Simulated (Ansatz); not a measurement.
`FC(F)=[CH][AlH2]` + `OB[SiH3]` → `OB[SiH2][AlH2]` + `C=C(F)F` at 298.15 K and 1 bar (formal exchange of groups at the Al–C bond).

Program: Ansatz. Geometries: PBE0-D4/def2-TZVP. ΔE: electronic, gas phase. CBS: MP2 limit from def2 TZ/QZ plus the TZ coupled-cluster correction, frozen cores. One conformer a species, not always the lowest.

```
           species  CCSD(T)/CBS energy (Eh)  H − E (kJ/mol)  S (J/(mol·K))
`FC(F)=[CH][AlH2]`               -519.46323           124.9          326.7
        `OB[SiH3]`               -392.07510           152.2          296.1
  `OB[SiH2][AlH2]`               -634.67870           174.2          366.8
         `C=C(F)F`               -276.85281           109.1          264.6
```

H − E and S are ideal-gas, rigid-rotor, harmonic terms from PBE0-D4/def2-TZVP, for one conformer and one mirror image of each species. 1 Eh = 2625.50 kJ/mol, R = 8.31446 J/(mol·K).

Question: By hand: ΔE, ΔH, ΔS and ΔG.

Answer: ΔE = (-634.67870) + (-276.85281) − (-519.46323) − (-392.07510) = 0.00682 Eh = 17.9 kJ/mol. Δ(H − E) = 174.2 + 109.1 − 124.9 − 152.2 = 6.2, so ΔH = 24.1 kJ/mol. ΔS = 366.8 + 264.6 − 326.7 − 296.1 = 8.6 J/(mol·K). ΔG = 24.1 − 298.15 × (8.6)/1000 = 21.5 kJ/mol.

Question: By hand: the equilibrium constant, and the temperature at which ΔG would vanish if ΔH and ΔS stayed fixed.

Answer: log₁₀ K = −ΔG/(RT ln 10) = -3.8. ΔG = 0 at ΔH/ΔS = 2802 K, far beyond where these terms or the molecules hold.

The number of gas molecules stays the same, so ΔS is small and ΔH decides. A doubt of 5 kJ/mol in ΔE shifts log₁₀ K by 0.9 here. Other conformers and mirror images would add mixing entropy, several J/(mol·K) or more a flexible species. Modes under 60 cm⁻¹, often nearly free rotors, make the harmonic entropy too high. These are equilibria of isolated gas molecules and say nothing of rates. Largest T1 diagnostic: 0.015 (customary marks: 0.02 for closed shells, 0.045 for open ones).
